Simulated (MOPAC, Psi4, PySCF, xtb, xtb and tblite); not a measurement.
Two geometries of Si(H)3(NiPr2), SMILES CC(C)N([SiH3])C(C)C (C₆H₁₇NSi), relaxed at GFN2-xTB with one dihedral held; other torsions can differ between them too.

Structure A

```
25

Si     0.0328     2.5217    -0.0212
N      0.0077     0.8145    -0.2215
C     -1.1317     0.0047     0.1886
C     -1.8927     0.5916     1.3760
C     -2.0970    -0.1691    -0.9903
C      1.2743     0.1132    -0.3595
C      1.2088    -1.0166    -1.3896
C      1.8168    -0.3968     0.9804
H      1.1284     3.0034    -0.8624
H      0.2553     3.0040     1.3543
H     -1.2421     3.0568    -0.5020
H     -0.7665    -0.9843     0.4828
H     -2.3758     1.5241     1.1027
H     -2.6558    -0.1104     1.7071
H     -1.2148     0.7799     2.2050
H     -2.4664     0.8035    -1.3048
H     -2.9419    -0.7906    -0.7016
H     -1.5944    -0.6334    -1.8337
H      1.9868     0.8536    -0.7371
H      0.5735    -1.8323    -1.0536
H      0.8229    -0.6357    -2.3319
H      2.2077    -1.4119    -1.5592
H      1.8656     0.4235     1.6927
H      2.8161    -0.8039     0.8466
H      1.1834    -1.1781     1.3946
```

Structure B

```
25

Si    -1.3406    -0.1073    -0.2501
N      0.0529     0.6720     0.4091
C     -0.0028     1.3378     1.7077
C      0.9787     2.5174     1.7796
C     -1.3972     1.8527     2.0402
C      1.3611     0.0859     0.1108
C      1.7986     0.4463    -1.3077
C      1.4185    -1.4269     0.3361
H     -0.9688    -0.6845    -1.5398
H     -2.3659     0.9078    -0.4894
H     -1.9090    -1.1895     0.5747
H      0.2844     0.6136     2.4927
H      0.7932     3.1951     0.9490
H      0.8279     3.0586     2.7106
H      2.0182     2.2065     1.7439
H     -1.7216     2.5694     1.2914
H     -1.3789     2.3453     3.0103
H     -2.1170     1.0406     2.0847
H      2.0884     0.5287     0.7966
H      1.1549    -0.0277    -2.0419
H      1.7458     1.5227    -1.4478
H      2.8220     0.1190    -1.4774
H      1.0397    -1.6702     1.3265
H      2.4472    -1.7747     0.2644
H      0.8214    -1.9539    -0.4021
```

Q: Which is lower in energy at the level Psi4 with B3LYP-D3(BJ)/def2-SVP // GFN2-xTB, and by how much?

A: A is lower, by 2.36 kcal/mol (dihedral Si1–N2–C3–C4: -30° in A, -150° in B).

E(B) − E(A) in kcal/mol at the other levels, on the same two geometries: GFN2-xTB (xtb and tblite) 3.53; B3LYP/def2-SVP // GFN2-xTB (Psi4) 2.27; PBE/def2-SVP // GFN2-xTB (Psi4) 1.89; PBE-D3(BJ)/def2-SVP // GFN2-xTB (Psi4) 2.00; PM3, restricted, heats of formation // GFN2-xTB (MOPAC) 0.49; AM1, restricted, heats of formation // GFN2-xTB (MOPAC) 4.88; GFN1-xTB // GFN2-xTB (xtb) 4.02; restricted B3LYP/6-31G*, spherical d, density fitting // GFN2-xTB (PySCF) 2.17; restricted LDA (SVWN5)/6-31G*, spherical d, density fitting // GFN2-xTB (PySCF) 1.33; restricted M06-2X/6-31G*, spherical d, density fitting // GFN2-xTB (PySCF) 2.12; restricted Hartree-Fock/6-31G*, spherical d, density fitting // GFN2-xTB (PySCF) 3.01.
